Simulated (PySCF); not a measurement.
# What a mistake does to a calculation on AlBH5N2 cation

Calculated results; nothing here was measured. The program is PySCF 2.14.0, an open-source quantum chemistry code, run on an isolated molecule that a program drew, which may never have been made. The molecule is AlBH5N2 cation (charge +1, singlet), drawn as the SMILES string `N[B+][NH][AlH2]`.

Each row is a Hartree-Fock (HF) and frozen-core CCSD(T) single point in the cc-pV(D+d)Z basis, meant for a local HF minimum. Run 1 is clean. Each other run has one planted mistake out of seven kinds, and not every kind appears here: one electron removed, one electron added, multiplicity raised by two, geometry at a saddle point, minimal basis STO-3G, one bond length entered in bohr, all coordinates scaled. The reference is restricted for singlets and unrestricted otherwise, and also for a bond in bohr. Adding or removing an electron swaps singlet and doublet. Electrons count all cores. HOMO and LUMO are orbital energies over both spins, the gradient is its largest component, and the lowest frequency (negative if imaginary) is given only where the gradient is small. Bond lengths are over the 8 bonds as drawn. T1 is the CCSD diagnostic: over 0.02 (restricted) or 0.045 (unrestricted) a single reference is doubtful.

Geometry of the clean run:
```xyz
9
AlBH5N2 cation, angstrom
N    -1.8752   -0.2872    0.4692
B    -0.7336    0.1254   -0.0862
N     0.3805    0.5697   -0.6473
Al    0.6725    2.2473   -1.4904
H    -2.0975   -0.1260    1.4361
H    -2.5776   -0.7903   -0.0443
H     1.1635   -0.0712   -0.6156
H     2.1179    2.4076   -2.0343
H    -0.6215    3.1125   -1.4528
```

| run | electrons | basis functions | <S^2> | HOMO (eV) | LUMO (eV) | gradient (hartree/bohr) | lowest frequency (cm^-1) | mean bond (Å) | longest bond (Å) | T1 | HF (hartree) | CCSD(T) (hartree) | mistake |
|---|---|---|---|---|---|---|---|---|---|---|---|---|---|
| 1 | 36 | 90 | 0.000 | -16.36 | -2.82 | 4.2e-05 | 127 | 1.3364 | 1.900 | 0.0138 | -378.29377 | -378.80463 | no fault |
| 2 | 36 | 90 | 0.000 | -16.64 | -2.74 | 5.9e-02 | - | 1.2656 | 1.799 | 0.0116 | -378.26393 | -378.76385 | all coordinates scaled |
| 3 | 36 | 29 | 0.000 | -14.69 | 1.97 | 3.8e-02 | - | 1.3364 | 1.900 | 0.0212 | -373.73217 | -373.95921 | minimal basis STO-3G |
| 4 | 35 | 90 | 0.848 | -22.05 | -14.18 | 6.1e-02 | - | 1.3364 | 1.900 | 0.0215 | -377.73368 | -378.22178 | one electron removed |
| 5 | 37 | 90 | 0.776 | -3.69 | 2.74 | 3.3e-02 | - | 1.3364 | 1.900 | 0.0228 | -378.41264 | -378.94504 | ? |
| 6 | 36 | 90 | 0.000 | -16.38 | -2.68 | 5.3e-05 | -488 | 1.3370 | 1.890 | 0.0129 | -378.27992 | -378.78693 | ? |

**Which mistake was planted in run 5, and what did it cost?**

It counts 37 electrons, one more than the clean run, at the same geometry and basis. So the mistake is: one electron added. Subtracting run 1 and multiplying by 627.51 kcal/mol a hartree, the energy moved by -74.6 kcal/mol in HF and -88.1 kcal/mol in CCSD(T).

**Which mistake was planted in run 6, and what did it cost?**

The gradient is small, so the point is stationary, but the lowest frequency is imaginary (-488 cm^-1). So the mistake is: geometry at a saddle point. Subtracting run 1 and multiplying by 627.51 kcal/mol a hartree, the energy moved by 8.7 kcal/mol in HF and 11.1 kcal/mol in CCSD(T).

Cautions from the logs. Run 3: T1 is over the limit, so its CCSD(T) energy is less reliable.
